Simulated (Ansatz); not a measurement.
Gas-phase electronic energies from Ansatz, PBE0-D4/def2-TZVP geometries. CCSD(T)/CBS adds triple-zeta CCSD(T) − MP2 to the extrapolated MP2 energy (def2 sets, frozen cores). This one scheme is used for every species. Functionals use def2-TZVPP. For Ge outer-core shells are correlated without core-valence functions, which leaves a few kJ/mol of doubt a bond. Scalar relativity is left out up to krypton. One conformer a species, not always the lowest.

Consider the ligand exchange at a B–O bond: `FB[O][GeH3]` + `N[SiH3]` → `FBN[SiH3]` + `[OH][GeH3]`.

```
             level  ΔE (kJ/mol)
              PBE0         22.2
SCS-MP2/def2-TZVPP         25.4
```

What does CCSD(T)/CBS give? (An estimate is asked.)

Computed: +23.1 kJ/mol. The listed levels differ from it by -0.9, 2.3 kJ/mol.

Largest T1 diagnostic among the species: 0.013.

In def2-TZVPP, CCSD(T) changes the Hartree–Fock value by −5.9 kJ/mol (the triples alone add −0.7 kJ/mol) and MP2 by −6.3 kJ/mol. Leaving LDA and LC-ωPBE aside and taking each functional with its dispersion term where it has one, the values, not all of them listed here, spread over 8.5 kJ/mol, from revPBE-D4 to B97M-V.
